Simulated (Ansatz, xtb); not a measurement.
## A geometry optimisation of CH4ClSiSn+ with r2SCAN-D4/def2-SVP

The starting geometry of this gas-phase singlet was built from a drawn formula by distance geometry and a force field; its bonds are those of `ClC[Si+]=[SnH2]`.

```yaml
atoms:
  - { symbol: C, position_ang: [-1.2156, 1.2129, -1.0895] }
  - { symbol: Cl, position_ang: [-2.5103, 0.1266, -0.4668] }
  - { symbol: Si, position_ang: [0.4040, 0.6518, -0.4178] }
  - { symbol: Sn, position_ang: [2.4300, 0.0275, 0.3958] }
  - { symbol: H, position_ang: [-1.4358, 2.2140, -0.8290] }
  - { symbol: H, position_ang: [-1.2049, 1.0985, -2.2233] }
  - { symbol: H, position_ang: [2.5212, -1.2993, 1.5896] }
  - { symbol: H, position_ang: [3.9194, 0.7821, -0.1083] }
```

Problem. Predict what it relaxes into with r2SCAN-D4/def2-SVP.

Solution. A new bond forms, giving a structure with Cl2 bridging C1 and Si3, given below by its coordinates. Distances that change by over a tenth: Si3–Sn4 (2.27 → 2.63 Å). Contacts that close: Cl2–Si3 (2.96 → 2.35 Å).

The energy falls by 1.77 eV over 15 steps:

```
step  E − E(last) (eV)
   1             1.773
   3             1.236
   4             1.003
   6             0.359
   7             0.242
   9             0.092
  10             0.048
  12             0.007
  13             0.001
  15             0.000
```

Final geometry (Å):

```json
{"atom": "C", "x (Å)": "-1.0298", "y (Å)": "1.3061", "z (Å)": "-1.1944"}
{"atom": "Cl", "x (Å)": "-1.6605", "y (Å)": "-0.1522", "z (Å)": "-0.2204"}
{"atom": "Si", "x (Å)": "0.3251", "y (Å)": "-0.0033", "z (Å)": "-1.4651"}
{"atom": "Sn", "x (Å)": "2.0879", "y (Å)": "0.2313", "z (Å)": "0.4672"}
{"atom": "H", "x (Å)": "-0.9541", "y (Å)": "2.1696", "z (Å)": "-0.5236"}
{"atom": "H", "x (Å)": "-1.7350", "y (Å)": "1.4678", "z (Å)": "-2.0211"}
{"atom": "H", "x (Å)": "2.1880", "y (Å)": "-0.9476", "z (Å)": "1.7135"}
{"atom": "H", "x (Å)": "3.6863", "y (Å)": "0.7425", "z (Å)": "0.0949"}
```

From the same start GFN2-xTB ends elsewhere, differing in Cl2–Si3 (2.99 against 2.35 Å here), Cl2–Sn4 (2.69 against 3.83 Å here), Si3–H8 (1.49 against 3.78 Å here), Sn4–H8 (4.18 against 1.72 Å here).

The end wasn't checked by frequencies. Atoms past krypton carry core potentials, without spin–orbit terms. Run with Ansatz 0.2.0, 2.1 min on 1 thread of AMD EPYC (Zen 3) (shared host).
